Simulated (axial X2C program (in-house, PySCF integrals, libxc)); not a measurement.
## BiC: from the spin-free to the two-component result

Calculated with an in-house all-electron X2C program for linear molecules (integrals from PySCF). Spin-free means the one-electron spin-free X2C Hamiltonian; two-component (2c) means X2C with spin–orbit coupling and atomic mean-field two-electron Coulomb and Gaunt terms, so the difference of the two also holds small scalar two-electron terms. Basis: Bi dyall-cv3z [12s14p10d6f1g], C dyall-v3z [7s6p2d1f] (cores contracted in-house); Gaussian nuclei, density fitting, unrestricted open shells. Masses: Bi 208.980 u, C 12.000 u.

Spin-free state: M_S = 1/2, Λ = 0 (beyond evenly filled blocks: σα); fragments Bi + C.

```tsv
level	Re (Å)	ωe (cm⁻¹)	De (eV)	μ (D)
PBE0	1.966	696.8	2.902	-2.50
```

Dipoles are positive if C is the positive end.

Two-component determinant lowest at the distance of the search:

Ω = 3/2 (⟨Sz⟩ = 0.61, ⟨Lz⟩ = 0.89 at PBE0); fragments Bi + C.

```csv
level,Re (Å),ωe (cm⁻¹),De (eV),μ (D)
PBE0,2.094,603.2,2.472,-3.19
```

Question: From the two tables, how do the constants change at the PBE0 level (2c against spin-free)?

Answer: At the PBE0 level Re increases by 0.128 Å and ωe goes down by 93.6 cm⁻¹; De is not compared, since the atomic limits differ or miss part of their spin–orbit lowering. The two determinants differ in configuration, so these shifts compare two states and are not the spin–orbit effect on one state.

One determinant describes the state; a PBE0 search over occupations chose it and may have missed a lower one. Dissociation energies refer to the lowest single-determinant-based atoms at the same level and basis. Density functionals use the spin component along the axis (collinear). The 2c atoms are single determinants rather than J levels; their spin–orbit lowering is only partly caught, and De is too large by that part. This holds for PBE0. Other states lie close and PBE0, whose exact exchange favours high spin, may order them wrongly; the determinant shown need not be the ground state. The nearest other spin-free determinant of the search, M_S = 1/2, Λ = 1, lies 0.33 eV up at the distance of the search. Without a current term, density functionals place determinants with orbital angular momentum somewhat too high. With several unpaired electrons one determinant need not be a pure state. A state of lower Ω lies just above, and one determinant can place such states too high, so the state shown need not be the lowest. The search has Ω = 1/2 only 0.10 eV up. The determinant is spin-polarised beyond a pure state at some levels (its spin-free form has ⟨S²⟩ too high), which makes Re and μ there less reliable.
